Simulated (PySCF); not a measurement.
Computed IR spectrum (relative IR intensity) of a molecule C5H6Se. Coordinates come from a PBE0-D3(BJ)/def2-SVP optimisation. One conformer was computed; it need not be the lowest. Computed with PBE0-D3(BJ)/def2-SVP in PySCF. Frequencies are harmonic and unscaled.

ν (cm⁻¹): 372 (w), 425 (w), 448 (m), 557 (w), 635 (w), 658 (m), 672 (m), 773 (m), 873 (s), 998 (w), 1098 (vw), 1172 (m), 1291 (w), 1328 (w), 1412 (vw), 1418 (w), 1686 (w), 1717 (vs), 3042 (m), 3084 (w), 3253 (vw), 3267 (vw) (against the strongest line: vs over 80 %, s over 45 %, m over 15 %, w over 4 %, vw less)

Task: Which molecule gave these data?
A. C#C/C=C\C[SeH]
B. C=C1C[Se]C1=C
C. C#CC[Se]C=C
D. C=C1CC=C[Se]1

Result: D, C=C1CC=C[Se]1
